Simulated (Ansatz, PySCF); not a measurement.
Gas-phase reaction R1 + R2 → P1 + P2, each structure at its B3LYP-D3(BJ)/def2-TZVP stationary point, reached from a drawn start (curvature not checked).
P1: O2 (SMILES O=O), charge 0, multiplicity 3.
R1: O3 (SMILES O=[O+][O-]), charge 0, multiplicity 1.
R2, BrHg (SMILES [Br][Hg]) (charge 0, multiplicity 2):
```xyz
2

Hg     0.000     0.000    -1.308
Br     0.000     0.000     1.308
```
P2, BrHgO (SMILES [O]=[Hg][Br]) (charge 0, multiplicity 2):
| atom | x (Å) | y (Å) | z (Å) |
|---|---|---|---|
| Hg | 0.0051 | 0.0015 | -0.1401 |
| Br | -0.0825 | -0.0247 | 2.2671 |
| O | 0.0774 | 0.0233 | -2.1271 |

P less R. No zero-point or thermal terms; singlets are restricted closed shells; open shells are unrestricted; no spin–orbit coupling. The spin states of the d-block species are the ones drawn and need not be the lowest.

Correlated levels freeze the cores. In cc and def2 sets filled d and f shells under p-block atoms count as core. CBS(a, b) extrapolates the correlation energy as X⁻³ and adds the Hartree–Fock energy of set b.

Run with Ansatz (a program for electronic structure) with Gaussian orbitals; PySCF for the D3/D4 terms. Each number belongs to the level named beside it. Elements past Kr take the def2 small-core potentials, without spin–orbit coupling.

Task: Give the reaction energy at the level CCSD(T)/CBS(def2-TZVPP, def2-QZVPP).

Result: -36.1 kcal/mol

Task: Estimate the reaction energy that MP2/def2-TZVPP returns for this input.

Result: -23.0 kcal/mol

Task: What reaction energy does CAM-B3LYP-D3(BJ)/def2-TZVPP give?

Result: -48.3 kcal/mol

Doubts at one or more of the structures used: other coupled-cluster roots may lie near (CCSD(T)/CBS(def2-TZVPP, def2-QZVPP)).
